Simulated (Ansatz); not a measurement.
`CB(Cl)[SeH]`, relaxed with RKS PBE0-D4/def2-TZVP in Ansatz 0.2.0 from a PBE-D4/def2-SVP geometry. The force threshold is 0.005 eV/Å; the program also tests the step.

The species carries charge 0 and has multiplicity 1.

Start:

```xyz
8

C    -0.611    0.187   -0.686
B     0.733   -0.157    0.046
Cl    2.223   -0.372   -0.901
Se    0.947   -0.376    1.965
H    -0.495    1.139   -1.248
H    -0.831   -0.587   -1.452
H    -1.488    0.280   -0.018
H    -0.478   -0.115    2.294
```

(1) By how much does the energy fall, and how many steps does the optimiser take? (Estimate.)

(2) Which bonds change most? (Best estimate.)

(3) Give the relaxed structure. (An estimate is asked.)

Results:

(1) Computed: 2.29 kJ/mol, in 4 steps.

(2) The calculation gave: Se4–H8 from 1.486 to 1.469 Å; C1–H5 from 1.112 to 1.095 Å; C1–H6 from 1.112 to 1.095 Å; C1–H7 from 1.106 to 1.090 Å.

(3) Ansatz gave: 
```xyz
8

C    -0.607    0.187   -0.684
B     0.725   -0.153    0.045
Cl    2.200   -0.364   -0.896
Se    0.936   -0.375    1.951
H    -0.489    1.122   -1.242
H    -0.825   -0.583   -1.431
H    -1.467    0.285   -0.022
H    -0.473   -0.120    2.278
```
